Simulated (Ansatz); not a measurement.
`F[SiH2][SbH2]` → `[SbH3]` + `F[SiH]` at 298.15 K and 1 bar (silylene formation by 1,1-elimination).

Computed with Ansatz on PBE0-D4/def2-TZVP structures; ΔE is electronic, products minus reactants. CBS: MP2 limit from def2 TZ/QZ plus the TZ coupled-cluster correction, frozen cores. This one scheme is used for every species. def2 core potentials past Kr. For Sb outer-core shells are correlated without core-valence functions, which leaves a few kJ/mol of doubt a bond.

```csv
species,CCSD(T)/CBS energy (Eh),H − E (kJ/mol),S (J/(mol·K))
`F[SiH2][SbH2]`,-631.33896,105.1,328.6
`[SbH3]`,-241.78682,60.8,232.7
`F[SiH]`,-389.46371,32.3,239.1
```

H − E and S are ideal-gas, rigid-rotor, harmonic terms from PBE0-D4/def2-TZVP, for one conformer and one mirror image of each species. 1 Eh = 2625.50 kJ/mol, R = 8.31446 J/(mol·K).

**Question.** By hand: ΔE, ΔH, ΔS and ΔG.

**Answer.** ΔE = (-241.78682) + (-389.46371) − (-631.33896) = 0.08843 Eh = 232.2 kJ/mol. Δ(H − E) = 60.8 + 32.3 − 105.1 = -12.0, so ΔH = 220.2 kJ/mol. ΔS = 232.7 + 239.1 − 328.6 = 143.2 J/(mol·K). ΔG = 220.2 − 298.15 × (143.2)/1000 = 177.5 kJ/mol.

**Question.** By hand: the equilibrium constant, and the temperature at which ΔG would vanish if ΔH and ΔS stayed fixed.

**Answer.** log₁₀ K = −ΔG/(RT ln 10) = -31.1. ΔG = 0 at ΔH/ΔS = 1538 K.

The number of gas molecules changes by +1, which sets the sign of ΔS. A doubt of 5 kJ/mol in ΔE shifts log₁₀ K by 0.9 here. Other conformers and mirror images would add mixing entropy, several J/(mol·K) or more a flexible species. These are equilibria of isolated gas molecules and say nothing of rates. Largest T1 diagnostic: 0.015 (customary marks: 0.02 for closed shells, 0.045 for open ones).
